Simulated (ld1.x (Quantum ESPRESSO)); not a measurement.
manganese (Mn), TM: configuration errors across variants

| Item | Value |
| --- | --- |
| Element | manganese |
| Generator | ld1.x (Quantum ESPRESSO) 7.5 |
| Type | norm-conserving Troullier–Martins (Kleinman–Bylander form) |
| Functional | PBE |
| Relativity | scalar-relativistic |
| Frozen core | [Ne] 3s2 |
| Valence charge | 13 |
| Reference configuration | 3p6 3d5 4s1 4p0 (charge +1) |
| Partial waves | 3p (bound): rc 1.30 bohr; 3d (bound): rc 0.90 bohr; 4s (bound): rc 2.05 bohr |
| Local potential | the s channel |
| Core correction | none |

All-electron excitation energies from the reference (eV): (1) 3p6 3d5 4s2 4p0 -8.416; (2) 3p6 3d5 4s0 4p0 15.599; (3) 3p6 3d4 4s0 4p0 48.118; (4) 3p6 3d4 4s2 4p1 -0.615; (5) 3p6 3d5 4s1 4p1 -4.559; (6) 3p6 3d3 4s0 4p0 98.880; (7) 3p6 3d5 4s0 4p2 -0.486.

Errors AE − PS in meV (a dash: test not solved or not reliable):

```csv
change,(1),(2),(3),(4),(5),(6),(7),bound ghosts
base,-1.8,-5.4,-233,-1216,-591,-1120,-1423,none
"all radii scaled by about 0.76 (s 1.56, p 0.98, d 0.68 bohr)",+6.7,+5.7,-264,-772,-465,-1231,-1111,none
"all radii scaled by about 0.89 (s 1.84, p 1.16, d 0.80 bohr)",+0.2,-2.4,-253,-1139,-564,-1200,-1357,none
"all radii scaled by about 1.06 (s 2.18, p 1.38, d 0.96 bohr)",-2.4,-6.0,-223,-1231,-596,-1081,-1435,none
"all radii scaled by about 1.16 (s 2.38, p 1.52, d 1.04 bohr)",-2.3,-5.9,-223,-1227,-596,-1073,-1436,none
"all radii scaled by about 1.25 (s 2.56, p 1.62, d 1.12 bohr)",-1.4,-5.9,-238,-1211,-596,-1098,-1436,none
"all radii scaled by about 1.36 (s 2.78, p 1.76, d 1.22 bohr)",+0.5,-8.4,-286,-1173,-596,-1184,-1445,none
```

(1) Give the same row for: all radii scaled by about 0.95 (s 1.94, p 1.22, d 0.86 bohr).

Answers

(1) -1.0, -4.3, -243, -1190, -582, -1159, -1400; bound ghosts: none.
